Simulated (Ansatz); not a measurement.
Relaxation of Sr₃S₄⁻ with UKS PBE-D4/def2-SVPD.

```sh
$ ansatz run in.yaml --threads 4 --pin off --events-out ev --progress --plain --max-ram 4787MiB
```

```yaml
crystal:
  periodic: [false, false, false]
  atoms:
    - {symbol: Sr, position_ang: [0.828030, 0.117280, -1.067510]}
    - {symbol: Sr, position_ang: [-2.738380, 1.332800, -0.627230]}
    - {symbol: Sr, position_ang: [0.816620, -1.193020, 2.140450]}
    - {symbol: S, position_ang: [1.106570, -2.419220, -0.214890]}
    - {symbol: S, position_ang: [2.412250, 0.645610, 1.044970]}
    - {symbol: S, position_ang: [-1.398720, 0.108290, 1.263540]}
    - {symbol: S, position_ang: [-1.026370, 1.408250, -2.539320]}
basis:
  gaussian: {orbitals: def2-SVPD}
total_charge: -1
magnetization: {spin_polarized: true, initial_magnetization: 1}
hamiltonian: {xc: pbe, dispersion: d4}
scf: {lower_state_search: "off"}
output: {orbitals: {seedname: orbitals}}
relax: {f_tol: 0.02, max_steps: 100}
```

It took 29 s on 4 threads of AMD EPYC 7B13 on a shared host.

Positions (Å) and forces (eV/Å) at steps 1, 2, 3, 4, 5, 6, 7 of 7:

```xyz
7
step=1 energy=-45827.4642 eV
Sr    0.828    0.117   -1.068   -0.169    0.341   -0.575
Sr   -2.738    1.333   -0.627   -0.620    0.189    0.110
Sr    0.817   -1.193    2.140   -0.220   -0.265    0.852
S     1.107   -2.419   -0.215    0.405   -1.270   -0.160
S     2.412    0.646    1.045    1.140    0.464    0.536
S    -1.399    0.108    1.264   -0.229   -0.014    0.335
S    -1.026    1.408   -2.539   -0.307    0.554   -1.098
7
step=2 energy=-45827.8582 eV
Sr    0.825    0.137   -1.106   -0.215   -0.005    0.205
Sr   -2.807    1.363   -0.639    0.168   -0.027   -0.107
Sr    0.815   -1.222    2.213   -0.004    0.131   -0.316
S     1.178   -2.558   -0.208    0.175   -0.050    0.127
S     2.551    0.665    1.116    0.130   -0.157    0.081
S    -1.452    0.113    1.314   -0.087    0.045   -0.018
S    -1.111    1.501   -2.689   -0.167    0.063    0.028
7
step=3 energy=-45827.8740 eV
Sr    0.702    0.124   -0.970    0.037    0.122   -0.337
Sr   -2.818    1.382   -0.678   -0.143    0.103   -0.118
Sr    0.763   -1.156    2.109    0.151   -0.202    0.339
S     1.366   -2.599   -0.206   -0.032    0.240    0.125
S     2.706    0.570    1.087   -0.198   -0.169   -0.046
S    -1.593    0.152    1.371    0.180   -0.038   -0.106
S    -1.126    1.526   -2.714    0.004   -0.057    0.144
7
step=4 energy=-45827.9417 eV
Sr    0.728    0.135   -1.019   -0.085    0.052   -0.047
Sr   -2.860    1.400   -0.680    0.025   -0.005   -0.003
Sr    0.771   -1.183    2.170    0.028   -0.042    0.074
S     1.376   -2.549   -0.169    0.034    0.099    0.072
S     2.676    0.517    1.082   -0.054   -0.110   -0.016
S    -1.538    0.150    1.307    0.073   -0.001   -0.087
S    -1.152    1.529   -2.693   -0.021    0.006    0.006
7
step=5 energy=-45827.9624 eV
Sr    0.688    0.154   -1.030    0.019   -0.052    0.110
Sr   -2.865    1.407   -0.688   -0.050   -0.001    0.060
Sr    0.765   -1.201    2.225    0.017    0.026   -0.079
S     1.432   -2.486   -0.125    0.022    0.021    0.024
S     2.666    0.428    1.060   -0.005   -0.037    0.000
S    -1.504    0.147    1.269   -0.005    0.026   -0.069
S    -1.183    1.551   -2.711    0.001    0.018   -0.045
7
step=6 energy=-45827.9655 eV
Sr    0.680    0.150   -1.015   -0.034   -0.002    0.033
Sr   -2.906    1.428   -0.693    0.051   -0.024    0.023
Sr    0.755   -1.196    2.226   -0.005    0.015   -0.031
S     1.490   -2.469   -0.101   -0.015   -0.015   -0.001
S     2.689    0.371    1.051   -0.004    0.019    0.012
S    -1.506    0.160    1.230    0.011   -0.005   -0.006
S    -1.202    1.555   -2.699   -0.003    0.012   -0.029
7
step=7 energy=-45827.9668 eV
Sr    0.675    0.149   -1.011   -0.005   -0.004    0.011
Sr   -2.889    1.421   -0.690    0.001    0.002    0.003
Sr    0.760   -1.196    2.222    0.007   -0.001   -0.004
S     1.472   -2.477   -0.109   -0.002   -0.001    0.003
S     2.683    0.392    1.055   -0.004    0.002    0.003
S    -1.504    0.155    1.240    0.005   -0.001   -0.011
S    -1.196    1.556   -2.707   -0.003    0.002   -0.004
```

In the def2 sets Sr takes a core potential; there is no spin–orbit coupling. The relaxation made no stability test and no search for a lower SCF solution. Another isomer (doublet) lies 0.47 eV lower at PBE0-D4/def2-TZVPD; other spin states weren't run for this one.
